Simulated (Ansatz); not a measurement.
Compare A (`C[SiH2]/N=C/F`) with its isomer B (`C/C(F)=N/[SiH3]`).

Isolated molecules relaxed with PBE0-D4/def2-TZVP in Ansatz; ΔE leaves out vibrations. CCSD(T)/CBS adds triple-zeta CCSD(T) − MP2 to the extrapolated MP2 energy (def2 sets, frozen cores). Double bonds are as drawn, so ΔE can hold a change between cis and trans. Functionals use def2-TZVPP. B3LYP here is the variant with VWN-RPA as its local correlation; programs differ in this. Each species was taken in one conformer, which may not be the lowest.

A:

Z-matrix (Å, degrees):
```
C
Si 1 1.859
H 1 1.092 2 110.5
H 1 1.093 2 110.5 3 -120.0
H 1 1.092 2 110.9 3 120.0
N 2 1.741 1 108.8 3 -57.5
H 2 1.495 1 110.6 3 -179.3
H 2 1.485 1 111.2 3 59.9
C 6 1.234 2 125.4 1 -122.6
F 9 1.338 6 121.4 2 179.5
H 9 1.095 6 129.6 2 -0.5
```

B:

```xyz
11

C    -0.9329   -1.6096   -0.8153
C    -0.0409   -0.6129   -0.1717
F     1.1293   -1.2085    0.1954
N    -0.2655    0.5871    0.0300
Si    0.7015    1.8235    0.7667
H    -1.1288   -2.4307   -0.1217
H    -0.4374   -2.0368   -1.6902
H    -1.8668   -1.1378   -1.1086
H     2.0389    1.3787    1.2409
H    -0.0727    2.3505    1.9175
H     0.8752    2.8966   -0.2430
```

(1) Which isomer does CCSD(T)/CBS put lower? Give the gap. (Estimate.)

(2) Give E(B) − E(A) in kcal/mol with CCSD(T)/def2-TZVPP, B3LYP, LDA (SPW92), r2SCAN-D4, MP2/def2-TZVPP, HF/def2-TZVPP, PBE0-D4. (An estimate is asked.)

(3) Does the order hold for the free energy at 298.15 K (harmonic terms from PBE0-D4)? (Estimate.)

Largest T1 diagnostic: 0.013.

Results:

(1) Ansatz gave: A, by 4.4 kcal/mol.

(2) Ansatz gave: CCSD(T)/def2-TZVPP 4.2, B3LYP 3.7, LDA (SPW92) 2.8, r2SCAN-D4 3.8, MP2/def2-TZVPP 4.7, HF/def2-TZVPP 2.9, PBE0-D4 4.0. None reverses the order clearly.

(3) Ansatz gave: Yes: G(B) − G(A) = +3.5 kcal/mol, for one conformer each. Modes under 60 cm⁻¹, often nearly free rotors, make the harmonic entropy too high.

In def2-TZVPP, CCSD(T) changes the Hartree–Fock value by +1.3 kcal/mol (the triples alone add +0.0 kcal/mol) and MP2 by +1.8 kcal/mol. Leaving LDA and LC-ωPBE aside and taking each functional with its dispersion term where it has one, the values, not all of them listed here, spread over 0.9 kcal/mol, from CAM-B3LYP-D4 to ωB97M-V. LDA lies −1.2 kcal/mol from PBE without D4.
